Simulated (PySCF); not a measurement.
Ge(vinyl)Cl3, C2H3Cl3Ge.
SMILES: `C=[CH][Ge]([Cl])([Cl])[Cl]`

A linear-response calculation (PySCF, def2-SVPD basis, gas phase, vertical, core orbitals frozen in the response) gave these numbers; the functional is withheld.

Orbital energies (eV): HOMO-3 -9.20, HOMO-2 -9.06, HOMO-1 -8.93, HOMO -8.64, LUMO -1.87, LUMO+1 -1.71, LUMO+2 -0.21.

```
state  E (eV)       f  main configurations (H = HOMO, L = LUMO)
   S1    5.91  0.0000                  H→L+1 (85%), H-2→L (12%)
   S2    6.11  0.0001                             H-1→L+1 (94%)
   S3    6.16  0.0022                  H-2→L (80%), H→L+1 (13%)
   S4    6.24  0.0043                               H-1→L (90%)
   S5    6.32   0.105                    H→L (55%), H-4→L (31%)
   S6    6.44   0.045              H-2→L+1 (63%), H-3→L+1 (26%)
```

Triplets (Tamm–Dancoff): T1 4.18 eV, H→L (84%), H-4→L (9%); T2 5.68 eV, H→L+1 (68%), H-2→L (15%), H-4→L+1 (10%); T3 5.73 eV, H-1→L+1 (71%), H-2→L (11%), H→L+1 (10%); T4 5.75 eV, H-2→L (64%), H-1→L+1 (19%), H→L+1 (9%).

Vertical ionisation energy by ΔSCF with the same functional: 10.66 eV. Mean static polarisability: 95.5 au.

**Question.** Name the functional.
A. PBE
B. B3LYP
C. CAM-B3LYP
D. HF

**Answer.** B. B3LYP is a global hybrid with 20% exact exchange. In this run −ε(HOMO) = 8.64 eV differs from the ΔSCF value by -2.02 eV, and S1 differs from the orbital gap of 6.77 eV by -0.86 eV. The ratio −ε(HOMO)/IP is 0.81. Usual ranges for neutral molecules in this basis: 0.67 to 0.83 with B3LYP, 0.5 to 0.7 with PBE, 0.85 to 0.93 with CAM-B3LYP; Hartree–Fock can't fall below 1, since the ion's relaxation only lowers the ΔSCF value. The other options: PBE, a GGA without exact exchange; HF, time-dependent Hartree–Fock, 100% exact exchange; CAM-B3LYP, range-separated, 19% exact exchange at short range and 65% at long range (ω = 0.33 bohr⁻¹).

Computed, not measured: TDDFT B3LYP/def2-SVPD, vertical, gas phase, core orbitals frozen in the response in PySCF 2.14.0, density-fitted response routines. The structure is a single PBE0-D3(BJ)/def2-SVP conformer in the gas phase; no vibrational or solvent corrections. Relativistic effects, spin–orbit coupling among them, are left out although an element past zinc is present.
